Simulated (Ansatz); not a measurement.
C2H8SiSn, SMILES `[SnH3][CH]1C[SiH2]1`, relaxed with RKS PBE-D4/def2-SVP in Ansatz from a rough embedded geometry. The force threshold is 0.03 eV/Å; the program also tests the step.

Charge 0, multiplicity 1. Sn: def2 effective core potential.

Start:

```xyz
12

Sn   -1.459   -0.966    0.482
C     0.555   -0.534    0.007
C     0.674    0.395   -1.102
Si    1.095    1.237    0.523
H    -1.534   -1.517    2.206
H    -2.025   -2.330   -0.516
H    -2.454    0.401    0.276
H     1.413   -1.282    0.084
H     1.600    0.219   -1.786
H    -0.265    0.710   -1.626
H    -0.077    2.138    0.834
H     2.477    1.527    0.617
```

Question: By how much does the energy fall, and how many steps does the optimiser take? (An estimate is asked.)

Answer: Computed: 0.60 eV, in 6 steps, 1 of them rejected.

Question: Which bonds change most? (Best estimate.)

Answer: Ansatz gave: C2–C3 from 1.452 to 1.548 Å; Sn1–H5 from 1.811 to 1.731 Å; Si4–H12 from 1.415 to 1.494 Å; C3–H9 from 1.164 to 1.104 Å.

Question: Give the relaxed structure. (Estimate.)

Answer: Computed: 
```xyz
12

Sn   -1.491   -1.085    0.549
C     0.499   -0.441    0.023
C     0.720    0.442   -1.229
Si    1.089    1.302    0.396
H    -1.539   -1.594    2.203
H    -2.009   -2.380   -0.479
H    -2.547    0.267    0.316
H     1.243   -1.244    0.178
H     1.566    0.168   -1.883
H    -0.167    0.755   -1.809
H     0.121    2.304    0.940
H     2.514    1.506    0.795
```
